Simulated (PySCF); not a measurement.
# Correlation energy of P²⁺ (phosphorus, charge +2)

[Ne] 3s2 3p1, 2P determinant. Calculation: PySCF 2.14, in aug-cc-pVDZ-DK; scalar relativity by spin-free X2C-1e. Frozen: [Ne]; 3 electrons correlated.

MP2 pair energies summed by pair of shells (mhartree):

```json
{"pair": "3s-3s", "energy": "-22.38", "share (%)": "58.0"}
{"pair": "3s-3p", "energy": "-16.19", "share (%)": "42.0"}
```

Total MP2 correlation energy: -38.57 mhartree.

Same-spin part -2.33 and opposite-spin part -36.24 mhartree; SCS-MP2 scales them by 1/3 and 6/5 to -44.27 mhartree.

```json
{"level": "CCSD", "correlation energy (mhartree)": "-58.13"}
{"level": "(T)", "correlation energy (mhartree)": "-0.62"}
{"level": "CCSD(T)", "correlation energy (mhartree)": "-58.75"}
```

Diagnostics: T1 = 0.010, D1 = 0.0242, largest double amplitude 0.110.

Cost of the coupled-cluster step: 0.11 s of wall time on 1 thread of Neoverse-V2 (shared host), for 3 correlated electrons.

Iterations:

```
CC2 = 0
CCSD nocc = (np.int64(2), np.int64(1)), nmo = (22, 22)
frozen orbitals [[0, 1, 2, 3, 4], [0, 1, 2, 3, 4]]
max_cycle = 100
direct = 0
conv_tol = 1e-08
conv_tol_normt = 1e-06
diis_space = 8
diis_start_cycle = 0
Init t2, MP2 energy = -0.0385737570954379
Init E_corr(UCCSD) = -0.0385737571018591
cycle = 1  E_corr(UCCSD) = -0.0509069007349597  dE = -0.0123331436  norm(t1,t2) = 0.0526473
cycle = 2  E_corr(UCCSD) = -0.0552157034231139  dE = -0.00430880269  norm(t1,t2) = 0.0218517
cycle = 3  E_corr(UCCSD) = -0.0581386971123372  dE = -0.00292299369  norm(t1,t2) = 0.00980857
cycle = 4  E_corr(UCCSD) = -0.0581143861267035  dE = 2.43109856e-05  norm(t1,t2) = 0.00114759
cycle = 5  E_corr(UCCSD) = -0.0581344975648289  dE = -2.01114381e-05  norm(t1,t2) = 0.0001211
cycle = 6  E_corr(UCCSD) = -0.0581283505065976  dE = 6.14705823e-06  norm(t1,t2) = 2.10546e-05
cycle = 7  E_corr(UCCSD) = -0.0581309892562638  dE = -2.63874967e-06  norm(t1,t2) = 6.97596e-06
cycle = 8  E_corr(UCCSD) = -0.0581303818125585  dE = 6.07443705e-07  norm(t1,t2) = 1.80878e-06
cycle = 9  E_corr(UCCSD) = -0.0581304222657942  dE = -4.04532357e-08  norm(t1,t2) = 2.00558e-07
cycle = 10  E_corr(UCCSD) = -0.0581304260460564  dE = -3.78026224e-09  norm(t1,t2) = 2.89134e-08
UCCSD converged
E(UCCSD) = -340.5134200982303  E_corr = -0.05813042604605639
UCCSD(T) correction = -0.000615224904749318
```
